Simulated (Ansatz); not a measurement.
Basis sets compared for the cluster Sn2Te3. Charge 0, multiplicity 1. Geometry PBE0-D4/def2-SVP. Ansatz on 4 threads of Arm Neoverse V2 on a shared host; times are rough, and most runs start from earlier orbitals.

```csv
atom,x (Å),y (Å),z (Å)
Sn1,0.044,2.048,-1.299
Sn2,-0.510,-0.974,2.162
Te3,-0.715,1.645,1.321
Te4,0.427,-2.251,-0.070
Te5,0.754,-0.467,-2.114
```

In the def2 sets Sn, Te take a core potential; there is no spin–orbit coupling. Another isomer (singlet) lies 0.42 eV lower at PBE0-D4/def2-TZVP; other spin states weren't run for this one.

Binding counts from free atoms (Sn triplet, Te triplet) in the same basis, without a counterpoise term.

| level | functions | energy (Eh) | HOMO (eV) | LUMO (eV) | binding per atom (eV) | wall time |
| --- | --- | --- | --- | --- | --- | --- |
| PBE-D4/def2-SVP | 130 | -1232.8605 | -5.37 | -3.34 | 2.62 | 1.7 s |
| PBE0-D4/def2-SVP | 130 | -1232.9171 | -6.21 | -2.85 | 2.45 | 3.4 s |

Task: Estimate the rows for PBE-D4/def2-TZVP (with forces), PBE0-D4/def2-TZVP.

Result: 
```csv
level,functions,energy (Eh),HOMO (eV),LUMO (eV),binding per atom (eV),wall time
PBE-D4/def2-TZVP (with forces),250,-1232.9042,-5.39,-3.37,2.65,4.8 s
PBE0-D4/def2-TZVP,250,-1232.9587,-6.20,-2.85,2.49,10 s
```
